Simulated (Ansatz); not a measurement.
Basis-set extrapolation for CH$_{7}$BOSi, SMILES `OCB[SiH3]` (PBE0-D4/def2-TZVP geometry, frozen core, the Gaussian-basis code of Ansatz). Multiplicity 1, RHF reference.

```csv
,def2-TZVPP,def2-QZVPP
HF,-430.447867,-430.463646
MP2 correlation,-0.640319,-0.686733
CCSD(T) correlation,-0.715727,not run
```

Energies in hartree. Use E(X) = E(∞) + A·exp(−7.88·√X) for Hartree–Fock and E(X) = E(∞) + B·X^(−2.97) for correlation, with X = 3 and 4, and add CCSD(T) minus MP2 of the smaller set to the MP2 limit.

**Question.** What is the CCSD(T) energy at the basis-set limit?

**Answer.** HF limit: -430.463646 + (-0.015779) × 0.13774 = -430.46582. MP2 limit: -0.686733 + (-0.046414) × 0.74074 = -0.72111. Higher-order term: -0.715727 − (-0.640319) = -0.07541. Total: -431.26234 hartree, 259.3 kJ/mol below CCSD(T)/def2-TZVPP.
